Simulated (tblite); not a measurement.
Compound: C5H13OSi (doublet state).
Structure used (GFN2-xTB), in Å, numbered top down from 1:
```
atom  x, y, z in Å
C1    -3.6788    0.5459   -1.0196
C2    -3.1177   -0.0016    0.2215
O3    -1.7482    0.2104    0.3698
Si4   -0.5405   -0.5062   -0.4428
C5     1.0112    0.2610    0.3164
C6     2.2784   -0.3822   -0.2328
C7     3.5417    0.2414    0.3500
H8    -3.0503    1.0775   -1.7023
H9    -4.7295    0.4588   -1.2089
H10   -3.6024    0.4588    1.1017
H11   -3.3346   -1.0843    0.2908
H12   -0.6150   -0.2590   -1.8889
H13   -0.5936   -1.9628   -0.2467
H14    0.9998    0.1545    1.4024
H15    1.0426    1.3330    0.1135
H16    2.2923   -0.2797   -1.3198
H17    2.2676   -1.4507   -0.0083
H18    3.5881    1.3020    0.1106
H19    3.5534    0.1348    1.4329
H20    4.4305   -0.2407   -0.0520
```

Level: GFN2-xTB in tblite, geometry and Hessian alike; calculated harmonic values, unscaled, isolated species. The method is semi-empirical: single wavenumbers can be off by several per cent or more. Modes of hydrogen on silicon can be 10 to 20 % off. One conformer, not necessarily the lowest. Open shells enter through the occupations alone, without spin polarisation, and single modes of such species can be off by tens of per cent.

Harmonic wavenumbers (cm⁻¹): 38.5, 49.1, 79.6, 99.9, 105.3, 128.8, 222.6, 235.2, 243.8, 355.0, 383.3, 441.6, 491.2, 619.7, 735.0, 747.1, 752.4, 795.4, 832.8, 840.2, 905.2, 940.6, 956.3, 1009.1, 1078.4, 1098.2, 1125.3, 1175.9, 1186.6, 1226.7, 1247.4, 1287.0, 1310.2, 1357.7, 1365.4, 1414.2, 1436.3, 1483.4, 1504.5, 1504.9, 1508.9, 2176.2, 2219.7, 2739.6, 2802.6, 2961.8, 2973.7, 2982.7, 2986.0, 3025.7, 3026.0, 3032.2, 3150.4, 3210.7.

A = 8418, B = 731.3, C = 718.4 MHz; mass 117.074 u (most abundant isotopes); point group C1, symmetry number 1; spin multiplicity 2.

Question: Zero-point energy?

Answer: ½Σν̃ = 35803 cm⁻¹ = 428.30 kJ/mol.

Question: Give the ideal-gas entropy at 200 K and 1 bar in the rigid-rotor, harmonic-oscillator model (classical rotation).

Answer: Translation 159.96, rotation 115.00, vibration 104.53, spin (R ln 2) 5.76: S = 385.2 J/(mol K).

Question: And Cp and H(200 K) − H(0)?

Answer: Cp = 128.61 J/(mol K), of which vibrations give 95.36 (their classical limit is 54 R = 449.0); H(200 K) − H(0) = 17.34 kJ/mol without the zero-point energy, 10.69 from vibrations.

Question: How do the functions run with temperature in this model?

Answer: 
| T (K) | S (J/(mol K)) | Cp (J/(mol K)) | H − H(0) (kJ/mol) | G − H(0) (kJ/mol) | ln q(vib) |
| --- | --- | --- | --- | --- | --- |
| 100 | 310.5 | 91.0 | 6.34 | -24.71 | 2.73 |
| 300 | 445.0 | 169.3 | 32.20 | -101.28 | 9.22 |
| 500 | 550.1 | 246.0 | 74.04 | -201.03 | 14.93 |
| 800 | 684.1 | 323.7 | 160.45 | -386.82 | 22.85 |
| 1000 | 760.2 | 358.3 | 228.82 | -531.41 | 27.71 |

q(vib) and H(0) count from the zero-point level.

Question: Which modes carry the vibrational entropy at 200 K?

Answer: 38.5 cm⁻¹: 19.02; 49.1 cm⁻¹: 17.01; 79.6 cm⁻¹: 13.06; 99.9 cm⁻¹: 11.24; 105.3 cm⁻¹: 10.82; 128.8 cm⁻¹: 9.24 J/(mol K); the other 48 give 24.14 together.

Question: What must be added to the electronic energy to get the Gibbs energy at 200 K and 1 bar?

Answer: ZPE + [H(200 K) − H(0)] − T·S = 428.30 + 17.34 − 77.05 = 368.59 kJ/mol.

Question: Blend soft modes into free rotors: weight 1/[1 + (100 cm⁻¹/ν̃)⁴] for the oscillator and the rest for a rotor with moment μB/(μ + B), μ = h/(8π²ν), B = 10⁻⁴⁴ kg m². What vibrational entropy results?

Answer: 94.41 J/(mol K) in place of 104.53, which changes −T·S at 200 K by +2.02 kJ/mol.

Hindered rotation and anharmonicity are outside this model. Other conformers, if any are populated, would add a mixing term that is left out. The structure is chiral; the term R ln 2 for an equal mix with its mirror image is left out.

The run took 0.65 s of wall time on one thread, AMD EPYC 9R45 (x86_64), no GPU, shared host with 96 logical CPUs at a one-minute load of 67. This covers the Hessian and the dipole derivatives.
